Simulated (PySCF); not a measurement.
NbO, SMILES [Nb]=[O] (connectivity only; charge and spin as stated), neutral, multiplicity 4. Coordinates come from a B3LYP-D3(BJ)/def2-TZVPD optimisation. The multiplicity is an assumed one; other spin states were not compared. The def2 effective core potentials stand for the cores of Nb; spin–orbit coupling is left out.

Level of theory: B3LYP-D3(BJ)/def2-TZVPD (PySCF).

Harmonic wavenumbers (cm⁻¹): 1017. Rotational constants (GHz): 12.98 (linear); symmetry number 1.

### Question
Work out the zero-point energy and the ideal-gas rigid-rotor harmonic-oscillator thermochemistry at 298.15 K and 1 atm.

### Answer
ZPE = ½ Σ hcν = ½ × 1017 cm⁻¹ = 6.08 kJ/mol. H − E(el) = 14.85 kJ/mol. Entropy in J/(mol K): translation 167.24, rotation 59.62, vibration 0.37, spin 11.53, total 238.76. G − E(el) = -56.33 kJ/mol. Cp = 30.60 J/(mol K).
